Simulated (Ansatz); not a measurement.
Two isomers of CH6O2Si2: A = `O=C[SiH2]O[SiH3]`, B = `C1O[SiH2]O[SiH2]1`.

Program: Ansatz. Geometries: PBE0-D4/def2-TZVP. ΔE: electronic, gas phase. CCSD(T)/CBS adds triple-zeta CCSD(T) − MP2 to the extrapolated MP2 energy (def2 sets, frozen cores). DFT in def2-TZVPP. B3LYP here is the variant with VWN-RPA as its local correlation; programs differ in this. One conformer a species, not always the lowest.

A:

Z-matrix (Å, degrees):
```
Si
C 1 1.920
O 1 1.620 2 107.1
H 1 1.486 2 108.9 3 120.4
H 1 1.486 2 108.8 3 -120.4
O 2 1.208 1 119.2 3 -0.1
H 2 1.116 1 121.5 3 180.0
Si 3 1.648 1 143.9 2 -0.5
H 8 1.485 3 106.2 1 -179.4
H 8 1.482 3 110.7 1 62.1
H 8 1.482 3 110.7 1 -61.0
```

B:

```xyz
11

C    -0.734   -0.962    0.433
O     0.640   -0.916    0.835
Si    1.561    0.334    0.279
O     0.502    1.181   -0.661
Si   -1.022    0.539   -0.715
H    -1.366   -0.932    1.326
H    -0.924   -1.915   -0.070
H     2.053    1.170    1.399
H     2.697   -0.168   -0.529
H    -1.387    0.164   -2.105
H    -2.021    1.505   -0.192
```

Q: Which isomer does CCSD(T)/CBS put lower? Give the gap. (An estimate is asked.)

A: Ansatz gave: B, by 40.8 kcal/mol.

Q: Give E(B) − E(A) in kcal/mol with B3LYP, PBE-D4, PBE0-D4, ωB97M-V, HF/def2-TZVPP, CCSD/def2-TZVPP, B3LYP-D4. (Best estimate.)

A: Ansatz gave: B3LYP -36.4, PBE-D4 -38.2, PBE0-D4 -41.8, ωB97M-V -40.7, HF/def2-TZVPP -36.1, CCSD/def2-TZVPP -39.6, B3LYP-D4 -37.1. None reverses the order clearly.

Largest T1 diagnostic: 0.014.

In def2-TZVPP, CCSD(T) changes the Hartree–Fock value by −3.2 kcal/mol (the triples alone add +0.3 kcal/mol) and MP2 by −5.8 kcal/mol. From PBE to PBE0 (25 % exact exchange), in def2-TZVPP and without D4, E(B) − E(A) moves by −3.8 kcal/mol.
